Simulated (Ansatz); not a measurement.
Ideal-gas functions of BClH$_{2}$OSi (`ClB1O[SiH2]1`) at 800 K and 1 bar, from an Ansatz frequency run at PBE0-D4/def2-TZVP.

Molar mass 92.37 g/mol, point group Cs (symmetry number 1), electronic degeneracy 1, moments of inertia 25.246, 229.08, 248.329 u Å². Harmonic wavenumbers (cm⁻¹, unscaled): 264, 266, 451, 559, 615, 633, 725, 962, 1023, 1400, 2244, 2261.

Use S(trans) = R[1.5 ln M + 2.5 ln T − 1.1517]; rotational temperatures θ = 24.2544 K / I; S(rot) = R[ln(√π/σ · √(T³/θAθBθC)) + 1.5]; for each mode x = 1.438777 ν̃/T, S = R[x/(eˣ − 1) − ln(1 − e⁻ˣ)] and H = RT x/(eˣ − 1); 1 cm⁻¹ = 0.0119627 kJ/mol; R = 8.31446 J/(mol·K).

Problem. By hand: the entropy, in J/(mol·K).

Solution. Translation 185.8. Rotation: θ = 0.9607, 0.1059, 0.0977 K, giving 119.8. Vibration, mode by mode: 14.59, 14.52, 10.28, 8.61, 7.89, 7.67, 6.67, 4.72, 4.33, 2.54, 0.75, 0.73, in all 83.3. Electronic 0.0. Sum 388.9 J/(mol·K).

Problem. By hand: H − E and G − E in kJ/mol, counted from the electronic energy.

Solution. Zero-point energy ½ × 11403 × 0.0119627 = 68.2; thermal vibration 36.2; translation, rotation and pV give 4 RT = 26.6. H − E = 131.0 kJ/mol, and G − E = 131.0 − 800 × 388.9/1000 = -180.1 kJ/mol.

Vibration gives 21 % of the entropy.
